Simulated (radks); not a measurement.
The numbers below are computed, except where a source is named.
Problem. Species: Re. Configuration: [Xe] 4f14 5d5 6s1 6p1 (not the ground configuration). Code: a radial shooting solver on a logarithmic mesh with Libxc functionals. Model: Dirac Kohn-Sham, LDA (Slater exchange, Perdew-Wang correlation), spin-unpolarised, spherical densities, point nucleus; open shells are shared between the two j in proportion to 2j + 1. Some entries of the table are withheld. Estimate them.

| orbital | occ. | eigenvalue (eV) | <1/r> (bohr^-1) |
|---|---|---|---|
| 1s1/2 | 2 | -71505.28 | 88.74 |
| 2s1/2 | 2 | -12391.53 | 21.63 |
| 2p1/2 | 2 | -11859.72 | 21.60 |
| 2p3/2 | 4 | -10421.43 | 18.04 |
| 3s1/2 | 2 | -2869.451 | 7.938 |
| 3p1/2 | 2 | (1) | 7.855 |
| 3p3/2 | 4 | (2) | 6.932 |
| 3d3/2 | 4 | -1919.331 | 6.829 |
| 3d5/2 | 6 | -1851.499 | 6.613 |
| 4s1/2 | 2 | (3) | 3.344 |
| 4p1/2 | 2 | -500.3279 | 3.235 |
| 4p3/2 | 4 | -427.2339 | 2.911 |
| 4d3/2 | 4 | -264.3314 | (4) |
| 4d5/2 | 6 | -250.8269 | (5) |
| 5s1/2 | 2 | -86.9690 | (6) |
| 5p1/2 | 2 | -56.8945 | 1.180 |
| 5p3/2 | 4 | -45.7924 | 1.064 |
| 4f5/2 | 6 | -45.5373 | 2.181 |
| 4f7/2 | 8 | -43.0215 | 2.149 |
| 5d3/2 | 2 | -7.6432 | 0.7169 |
| 6s1/2 | 1 | -7.2833 | 0.4263 |
| 5d5/2 | 3 | -6.7276 | 0.6867 |
| 6p1/2 | 0.333333 | -2.7320 | 0.3132 |
| 6p3/2 | 0.666667 | -2.1021 | 0.2772 |

Solution. 
(1) 3p1/2 eigenvalue (eV): -2631.772
(2) 3p3/2 eigenvalue (eV): -2319.507
(3) 4s1/2 eigenvalue (eV): -599.4233
(4) 4d3/2 <1/r> (bohr^-1): 2.699
(5) 4d5/2 <1/r> (bohr^-1): 2.623
(6) 5s1/2 <1/r> (bohr^-1): 1.309
